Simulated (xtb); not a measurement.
Sn(F)2(Me)2 (C₂H₆F₂Sn), SMILES [CH3][Sn]([CH3])([F])[F]. All values are semi-empirical tight-binding results from xtb (GFN2-xTB unless named), good for trends rather than for accurate numbers. Coordinates come from a GFN2-xTB optimisation.

Optimised geometry:

Bonded distances (Å): C1–Sn2 2.204, C1–H6 1.083, C1–H7 1.085, C1–H8 1.083, Sn2–C3 2.204, Sn2–F4 1.996, Sn2–F5 1.995, C3–H9 1.085, C3–H10 1.084, C3–H11 1.083. Bond angles (°): Sn2–C1–H6 109.0, Sn2–C1–H7 106.0, Sn2–C1–H8 108.5, H6–C1–H7 110.9, H6–C1–H8 111.4, H7–C1–H8 110.9, C1–Sn2–C3 138.1, C1–Sn2–F4 102.8, C1–Sn2–F5 102.7, C3–Sn2–F4 102.8, C3–Sn2–F5 102.7, F4–Sn2–F5 103.6, Sn2–C3–H9 106.1, Sn2–C3–H10 107.8, Sn2–C3–H11 109.4, H9–C3–H10 110.9, H9–C3–H11 111.0, H10–C3–H11 111.3.

A frequency run showed that this geometry is not a minimum.

For metal compounds this method's bond lengths and energies can be far off.

**Question.** Estimate the properties. (The exact figures need the calculation; the answer reports its results.)

**Answer.** 
- orbital gap: 3.72 eV

**Question.** Give the atomic charges and the Wiberg bond orders between heavy atoms. (Estimate from the structure and the level; the computed values follow.)

**Answer.** charges (e) C1 -0.14, Sn2 0.46, C3 -0.14, F4 -0.35, F5 -0.35, H6 0.08, H7 0.10, H8 0.08, H9 0.10, H10 0.09, H11 0.07. Bond orders C1–Sn2 0.59, Sn2–C3 0.59, Sn2–F4 0.84, Sn2–F5 0.84.
